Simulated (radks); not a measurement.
Spherical quantum dot in the effective-mass picture: electrons in a parabolic well V = omega^2 r^2 / 2 with omega = 0.0687, all in effective atomic units (hartree* = m*/eps^2 hartree, bohr* = eps/m* bohr), one dielectric constant everywhere. Method: non-relativistic Kohn-Sham, LDA (Slater exchange, Perdew-Wang correlation), spin-polarised, spherical densities; computed with a radial shooting solver with Libxc functionals. Levels are named by radial order and angular momentum (1s, 1p, 1d, 2s, ...), and open shells are averaged over m. Results are scaled to m* = 0.447 and eps = 7.8, for which hartree* = 199.9 meV and bohr* = 0.9234 nm. Each electron was tried in the lowest free levels, single moves between levels near the top were tried too, and the lowest total energy was kept; such a search can miss a lower state. At N = 1 the Hartree and exchange-correlation terms need not cancel, so that row can carry a self-interaction error.

\begin{tabular}{lrrrrrrr}
N & open shells & 2S & E (meV) & mu = E(N) - E(N-1) (meV) & addition energy mu(N+1) - mu(N) (meV) & e(HOMO) (meV) & rms radius (nm) \\ \hline
1 & 1s(up 1, down 0) & 1 & 20.9723 & 20.972 & 31.65 & 35.087 & 4.396 \\
2 & none & 0 & 73.5984 & 52.626 & 31.31 & 64.716 & 5.260 \\
3 & 1p(up 1, down 0) & 1 & 157.531 & 83.933 & 19.99 & 94.014 & 6.131 \\
4 & 1p(up 2, down 0) & 2 & 261.449 & 103.92 & 19.26 & 113.69 & 6.730 \\
5 & 1p(up 3, down 0) & 3 & 384.632 & 123.18 & 21.43 & 132.53 & 7.216 \\
6 & 1p(up 3, down 1) & 2 & 529.248 & 144.62 & 16.86 & 153.11 & 7.665 \\
7 & 1p(up 3, down 2) & 1 & 690.724 & 161.48 & 16.45 & 169.78 & 8.056 \\
8 & none & 0 & 868.649 & 177.92 & 21.24 & 186.00 & 8.408 \\
9 & 1d(up 1, down 0) & 1 & 1067.81 & 199.16 & 14.92 & 206.67 & 8.770 \\
10 & 1d(up 2, down 0) & 2 & 1281.89 & 214.08 & 14.61 & 221.44 & 9.096 \\
11 & 1d(up 3, down 0) & 3 & 1510.58 & 228.69 & 14.30 & 235.89 & 9.394 \\
12 & 1d(up 4, down 0) & 4 & 1753.57 & 242.99 & 14.00 & 250.04 & 9.672 \\
13 & 1d(up 5, down 0) & 5 & 2010.56 & 256.99 & 16.00 & 263.90 & 9.932 \\
14 & 1d(up 5, down 1) & 4 & 2283.55 & 272.99 & 13.17 & 279.61 & 10.18 \\
15 & 1d(up 5, down 2) & 3 & 2569.71 & 286.16 & 12.98 & 292.68 & 10.42 \\
16 & 1d(up 5, down 3) & 2 & 2868.85 & 299.14 & 12.78 & 305.56 & 10.65 \\
17 & 1d(up 5, down 4) & 1 & 3180.77 & 311.92 & 12.59 & 318.25 & 10.86 \\
18 & none & 0 & 3505.28 & 324.51 & 13.93 & 330.74 & 11.07 \\
19 & 2s(up 1, down 0) & 1 & 3843.72 & 338.44 & 14.08 & 344.68 & 11.28 \\
20 & none & 0 & 4196.24 & 352.52 & 12.42 & 358.61 & 11.47 \\
21 & 1f(up 1, down 0) & 1 & 4561.18 & 364.94 & 11.67 & 370.79 & 11.67 \\
22 & 1f(up 2, down 0) & 2 & 4937.78 & 376.61 & 11.53 & 382.39 & 11.85 \\
23 & 1f(up 3, down 0) & 3 & 5325.92 & 388.14 & 11.40 & 393.86 & 12.03 \\
24 & 1f(up 4, down 0) & 4 & 5725.46 & 399.54 & 11.27 & 405.20 & 12.21 \\
25 & 1f(up 5, down 0) & 5 & 6136.27 & 410.81 & 11.15 & 416.41 & 12.38 \\
26 & 1f(up 6, down 0) & 6 & 6558.23 & 421.96 & 11.03 & 427.49 & 12.54 \\
27 & 1f(up 7, down 0) & 7 & 6991.22 & 432.99 & 12.63 & 438.46 & 12.70 \\
28 & 1f(up 7, down 1) & 6 & 7436.83 & 445.61 & 10.68 & 450.97 & 12.86 \\
29 & 1f(up 7, down 2) & 5 & 7893.12 & 456.30 & 10.59 & 461.61 & 13.01 \\
30 & 1f(up 7, down 3) & 4 & 8360.01 & 466.88 & 10.49 & 472.15 & 13.16 \\
31 & 1f(up 7, down 4) & 3 & 8837.38 & 477.38 & - & 482.59 & 13.30 \\
\end{tabular}

All shells are closed at N = 2, 8, 18, 20 (there: 1s2 1p6 1d10 2s2); the second difference of the energy has clear peaks (12 % above both neighbours; the first and last values, which can be the largest, are not judged, and half-filled shells can peak too) at N = 8, 13, 27.
